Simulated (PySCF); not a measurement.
Fractional electron number in B⁺ (boron, charge +1)

The 2s beta orbital of [He] 2s2 is emptied in steps (occupation f), with all orbitals relaxed, ending at [He] 2s1. Calculation: PySCF 2.14, in aug-cc-pVDZ (4s3p2d, 23 functions); no relativity, point nucleus. The exact energy is a straight line in f; departures are measured from the line between the end points of the same method.

| f | UHF (eV) | LDA (eV) | LC-wPBE (eV) | BHandHLYP (eV) | B3LYP (eV) |
| --- | --- | --- | --- | --- | --- |
| 1 | 0.000 | 0.000 | 0.000 | 0.000 | 0.000 |
| 0.75 | 0.053 | -0.954 | -0.161 | -0.492 | -0.775 |
| 0.5 | 0.067 | -1.254 | -0.209 | -0.664 | -1.028 |
| 0.25 | 0.048 | -0.918 | -0.155 | -0.510 | -0.763 |
| 0 | 0.000 | 0.000 | 0.000 | 0.000 | 0.000 |

```tsv
method	E(f=0) − E(f=1) (eV)	−ε at f=1 (eV)	−ε at f=0.5 (eV)
UHF	23.492	23.793	23.478
LDA	24.581	19.451	24.672
LC-wPBE	24.732	23.845	24.751
BHandHLYP	24.617	22.009	24.573
B3LYP	24.790	20.642	24.817
```

Orbital energy along the path (eV):

```csv
f,UHF,LDA,LC-wPBE,BHandHLYP,B3LYP
1,-23.793,-19.451,-23.845,-22.009,-20.642
0.75,-23.623,-22.077,-24.323,-23.286,-22.737
0.5,-23.478,-24.672,-24.751,-24.573,-24.817
0.25,-23.355,-27.147,-25.137,-25.919,-26.874
0,-23.249,-28.874,-24.954,-27.094,-28.267
```

As f goes to zero the orbital energy of a semilocal functional can turn back, because the density of that orbital vanishes from the exchange-correlation potential.

Reference removal energy between the ground levels: 25.155 eV (measured; NIST Atomic Spectra Database, ionization energies). UHF lacks correlation.
